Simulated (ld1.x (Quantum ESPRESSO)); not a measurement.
# What one change does to a pseudopotential (Tl (Z = 81), ultrasoft)

| Quantity | Value |
| --- | --- |
| Element | thallium |
| Generator | ld1.x (Quantum ESPRESSO) 7.5 |
| Type | ultrasoft |
| Functional | BLYP |
| Relativity | scalar-relativistic |
| Frozen core | [Xe] 4f14 |
| Valence charge | 13 |
| Reference configuration | 5d10 6s2 6p0.5 (charge +0.5) |
| Partial waves | 6s (bound): rcut 2.30, rcutus 2.45 bohr; 6s channel at 1.5 Ry: rcut 2.30, rcutus 2.45 bohr; 6p (bound): rcut 2.70, rcutus 2.85 bohr; 6p channel at 3.85 Ry: rcut 2.70, rcutus 2.85 bohr; 5d (bound): rcut 2.10, rcutus 2.30 bohr; 5d channel at -1 Ry: rcut 2.10, rcutus 2.30 bohr |
| Local potential | all-electron potential smoothed inside 1.75 bohr (lloc = -1) |
| Core correction | none |
| Augmentation charge | PSQ, inside the norm-conserving radii |

All-electron outer shells of the reference configuration (BLYP, scalar-relativistic, ld1.x):

```
shell  level (eV)  outermost node (bohr)  outermost maximum (bohr)
   4f     -117.24                      –                      0.36
   5p      -79.33                   0.50                      0.90
   5d      -18.70                   0.53                      1.11
   6s      -12.70                   1.04                      2.05
   6p       -5.13                   1.23                      2.80
```

Change: all radii scaled by about 1.26 (s 3.08, p 3.58, d 2.88 bohr, rcut 2.88/3.38/2.64); local potential all-electron potential smoothed inside 2.20 bohr (lloc = -1).

Cutoffs: the cutoffs (Ry, on a coarse ladder) from which the occupation-weighted sum of valence levels, in a spherical-Bessel basis at the reference potential, stays within 10 and 1 mRy of its value at 400 Ry; they do not see the model core or the augmentation charge, which bear on the density cutoff. Errors are all-electron minus pseudo energies relative to the spin-unpolarised reference configuration.

Question: What does the change do?

Answer: The potential gets softer (21 Ry and 35 Ry → 12 Ry and 21 Ry); the bound ghost in s disappears; the number of tests with a reliable result goes from 7 to 2 (the test run of the changed file stopped, so its transferability is not established). A larger radius leaves more room for a smooth pseudo-wave, so fewer plane waves are needed.

```csv
quantity,base,changed
"cutoff, loose",21 Ry,12 Ry
"cutoff, tight",35 Ry,21 Ry
loose cutoff by channel (10 mRy a level),"s 6 Ry, p 6 Ry, d 18 Ry","s 6 Ry, p 6 Ry, d 8 Ry"
bound ghosts,s,none
tests with a reliable result,7 of 7,2 of 7 (the test run stopped)
"error for 5d10 6s2 6p1, meV [ΔE -1.85 eV]",+1.1,+1.0
"error for 5d10 6s2 6p0, meV [ΔE 3.34 eV]",-1.4,-2.1
lowest overlap eigenvalue by channel,"s 0.32, p 0.76, d 0.83","s 0.49, p 0.29, d 0.04"
```

 A true bound ghost makes a file unfit for plane-wave use even where its test errors are small: the radial tests pick states by their node count and pass the ghost by.
